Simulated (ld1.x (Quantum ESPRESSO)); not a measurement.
## Which change was made? (P, TM)

phosphorus (P), norm-conserving Troullier–Martins (Kleinman–Bylander form), made with ld1.x (Quantum ESPRESSO) 7.5 (PW91, non-relativistic). Core [Ne], reference 3s2 3p2 (charge +1). Waves: 3p (bound): rc 1.50 bohr; 3s (bound): rc 1.70 bohr. Local part: the s channel. Core correction: none.

Cutoffs, loose and tight: the cutoffs (Ry, on a coarse ladder) from which the occupation-weighted sum of valence levels, in a spherical-Bessel basis at the reference potential, stays within 10 and 1 mRy of its value at 400 Ry. They do not see the model core or the augmentation charge, which bear on the density cutoff. Test errors are all-electron minus pseudo excitation energies from the reference, over the configurations 3s2 3p3; 3s2 3p1; 3s2 3p0; 3s1 3p3; 3s0 3p5; 3s1 3p0; 3s2 3p2.5; variants that change the core or the reference have their own tests.

The base gives: outcome: generated; cutoff, loose: 30 Ry; cutoff, tight: 50 Ry; bound ghosts: none; largest test error (meV): +220.

**Question.** After one change the result is: outcome: generated; cutoff, loose: 40 Ry; cutoff, tight: 90 Ry; bound ghosts: none; largest test error (meV): +225. Which change was it?
A. functional LDA (PZ)
B. wave 3s (bound): rc 1.70 bohr becomes 3s (bound): rc 2.20 bohr
C. core correction a·sin(br)/r model core inside 0.60 bohr
D. wave 3s (bound): rc 1.70 bohr becomes 3s (bound): rc 1.26 bohr
E. wave 3p (bound): rc 1.50 bohr becomes 3p (bound): rc 1.66 bohr

**Answer.** D. The others give: wave 3s (bound): rc 1.70 bohr becomes 3s (bound): rc 2.20 bohr → outcome: generated; cutoff, loose: 15 Ry; cutoff, tight: 40 Ry; bound ghosts: none; largest test error (meV): +226 | core correction a·sin(br)/r model core inside 0.60 bohr → outcome: generated; cutoff, loose: 30 Ry; cutoff, tight: 50 Ry; bound ghosts: none; largest test error (meV): +110 | wave 3p (bound): rc 1.50 bohr becomes 3p (bound): rc 1.66 bohr → outcome: generated; cutoff, loose: 25 Ry; cutoff, tight: 45 Ry; bound ghosts: none; largest test error (meV): +227 | functional LDA (PZ) → outcome: generated; cutoff, loose: 30 Ry; cutoff, tight: 50 Ry; bound ghosts: none; largest test error (meV): +432.
